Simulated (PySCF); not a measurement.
C2H6AlF (SMILES [CH3][Al]([CH3])[F]), singlet, at a GFN2-xTB geometry (such geometries of metal compounds can be far from the true shape). Base run: PBE/6-31G (PySCF).

PySCF was given this input:
```python
from pyscf import gto, scf, dft

mol = gto.M(
    atom='''
Al   -0.01873622    0.01128456   -0.01949987
C     1.82868265   -0.13941676   -0.74158589
H     2.23712794   -1.14909666   -0.65766910
H     2.53495403    0.51967783   -0.23045799
H     1.84292245    0.13399660   -1.80155726
C    -0.74425394   -0.52313267    1.75297945
H    -1.55785866   -1.24709688    1.64474875
H    -1.17283915    0.33536843    2.27920618
H     0.00348516   -0.96852525    2.41114294
F    -1.12786591    0.68936370   -1.05114186
''',
    basis='6-31g',
    verbose=5,
)

mf = dft.RKS(mol)
mf.xc = 'pbe'
mf.kernel()
mo_i, mo_e, stable_i, stable_e = mf.stability(internal=True, external=True, return_status=True, nroots=6, tol=1e-6)
print('internally stable:', stable_i, ' externally stable:', stable_e)
if not stable_e:
    umf = mf.to_uhf() if not hasattr(mf, 'xc') else mf.to_uks()
    umf.scf_summary = {}
    umf.kernel(umf.make_rdm1(mo_e, umf.mo_occ))
```

The bond that is stretched is that between atoms 3 and 2. A test that says stable can miss a lower solution.

The base run was repeated with changes; each row names its change, and settings that it needs were set with it.

| change | ΔE vs base (kcal/mol) | <S^2> | E after following the instability (Eh) | <S^2> there | HOMO-LUMO gap (eV) | stability test says |
|---|---|---|---|---|---|---|
| base | 0.000 | 0.000 | - | - | 5.35 | stable |
| bond × 1.25 | 15.53 | 0.000 | - | - | 5.32 | stable |
| bond × 1.5 | 43.37 | 0.000 | - | - | 4.93 | stable |
| bond × 1.8 | 74.2 | 0.000 | - | - | 3.79 | stable |
| bond × 2.2 | 104.7 | 0.000 | -421.59679 | 0.50 | 2.33 | external instability |
| bond × 3.0 | 136.7 | 0.000 | -421.54175 | 0.00 | 0.75 | external instability |

Where a bond breaks into two radicals, a solution with restricted orbitals usually stops being the lowest and lies too high; an unrestricted one lies lower at the price of spin contamination, which <S^2> shows.
